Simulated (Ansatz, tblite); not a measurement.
Adding an electron: Te₂As⁺ (the lowest singlet isomer of a short search). The state is a singlet with charge 1. Geometry: PBE0-D4/def2-TZVP. Ansatz, gas phase; energy differences of separate SCF runs; the reduced species was run as a doublet alone.

```xyz
3

As   -0.4757    1.0407   -0.6951
Te    0.3844   -1.2583   -0.8576
Te    0.0913    0.2176    1.5527
```

In the def2 sets Te takes a core potential; there is no spin–orbit coupling. The xTB rows come from tblite. The structure comes from a short search, and lower isomers may exist.

(1) Estimate orbital energies and vertical electron affinities at: GFN1-xTB; GFN2-xTB; PBE-D4/def2-TZVP; PBE0-D4/def2-TZVP.

Answers

(1) 
```
            level  −HOMO (eV)  −LUMO (eV)  vertical EA (eV)  HOMO–LUMO gap (eV)
         GFN1-xTB       17.26       16.37             12.20                0.89
         GFN2-xTB       16.77       15.94             11.93                0.83
 PBE-D4/def2-TZVP       10.44        9.76              7.14                0.69
PBE0-D4/def2-TZVP       11.32        9.20              7.43                2.12
```

Run but left out: r2SCAN-D4/def2-TZVP (singlet: restricted singlet, unstable towards broken spin symmetry).  Raw xTB energy differences between charge states are shifted by several eV; the methods need an empirical correction for them.
